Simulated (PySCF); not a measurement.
B(F)2(Cl)(NH3), H3BClF2N, singlet, CAM-B3LYP/def2-SVP optimised geometry.

```
8

B     -0.65    -0.19     0.00
F     -1.20     1.05     0.00
F     -1.20    -1.05    -0.90
Cl     1.20    -0.19     0.00
N     -1.05    -0.83     1.47
H     -0.69    -1.78     1.55
H     -2.06    -0.84     1.59
H     -0.62    -0.27     2.22
```

Density from CAM-B3LYP/def2-TZVP in PySCF at that geometry.

Minimum of the electron density along straight lines between bonded atoms, close to the bond critical point (lines longer than 1.1 times the sum of covalent radii, or with two minima, are not listed):

```json
[
 {"bond": "B1–F2", "length / Å": "1.360", "ρ at the minimum / e bohr⁻³": "0.189", "∇²ρ there / e bohr⁻⁵": "0.97", "position (fraction from the first atom)": "0.34"},
 {"bond": "B1–F3", "length / Å": "1.360", "ρ at the minimum / e bohr⁻³": "0.189", "∇²ρ there / e bohr⁻⁵": "0.97", "position (fraction from the first atom)": "0.34"},
 {"bond": "B1–Cl4", "length / Å": "1.846", "ρ at the minimum / e bohr⁻³": "0.130", "∇²ρ there / e bohr⁻⁵": "-0.13", "position (fraction from the first atom)": "0.30"},
 {"bond": "B1–N5", "length / Å": "1.653", "ρ at the minimum / e bohr⁻³": "[?]", "∇²ρ there / e bohr⁻⁵": "[?]", "position (fraction from the first atom)": "0.32"},
 {"bond": "N5–H6", "length / Å": "1.022", "ρ at the minimum / e bohr⁻³": "0.331", "∇²ρ there / e bohr⁻⁵": "-1.72", "position (fraction from the first atom)": "0.75"},
 {"bond": "N5–H7", "length / Å": "1.024", "ρ at the minimum / e bohr⁻³": "0.330", "∇²ρ there / e bohr⁻⁵": "-1.70", "position (fraction from the first atom)": "0.75"},
 {"bond": "N5–H8", "length / Å": "1.022", "ρ at the minimum / e bohr⁻³": "0.331", "∇²ρ there / e bohr⁻⁵": "-1.72", "position (fraction from the first atom)": "0.75"}
]
```

What belongs in the gaps?


- B1–N5, ρ at the minimum / e bohr⁻³: 0.121
- B1–N5, ∇²ρ there / e bohr⁻⁵: 0.14
